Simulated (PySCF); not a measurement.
## MSr cations for M along the alkali metals

PBE0 with double-zeta basis sets in PySCF, for the lowest determinant that a PBE0 search found; no spin–orbit coupling. De refers to high-spin ground-configuration atoms (the charge goes to the atom of lower measured ionisation energy or higher electron affinity, which is not always the lowest computed limit). A positive dipole points towards Sr; it is taken about the centre of mass and depends on that origin.

```csv
M,basis,charged atom,state (unpaired electrons),Re (Å),ωe (cm⁻¹),De (eV),μ (D)
Li,def2-SVP,Li+,singlet (closed shell),3.429,230,1.41,-4.75
Na,def2-SVP,Na+,singlet (closed shell),3.689,119,1.13,-3.72
Rb,def2-SVP,Rb+,singlet (closed shell),4.460,56.2,0.53,-3.16
Cs,def2-SVP,Cs+,singlet (closed shell),4.734,46.0,0.42,-2.11
```

Problem. The row for M = K is missing. Estimate Re, ωe and De as the mean of the rows for Na and Rb, and compare with the calculation.

Solution. The means are 4.075 Å, 87.6 cm⁻¹ and 0.83 eV. PBE0 in def2-SVP gives KSr⁺ as a singlet (closed shell) with Re = 4.282 Å, ωe = 76.2 cm⁻¹, De = 0.62 eV, so the estimate is off by -20.7 pm, +15 % and +0.21 eV.

Closed-shell solutions of metal pairs were not tested for spin polarisation, which can lower them a little. Weak bonds: CsSr⁺. Basis-set superposition, not corrected here, can be much of De in a small basis, most of all at correlated wavefunction levels. Spin–orbit coupling is left out. For an ion De counts to the pair picked by the measured ionisation energies or electron affinities, which need not be the lowest pair at this level.
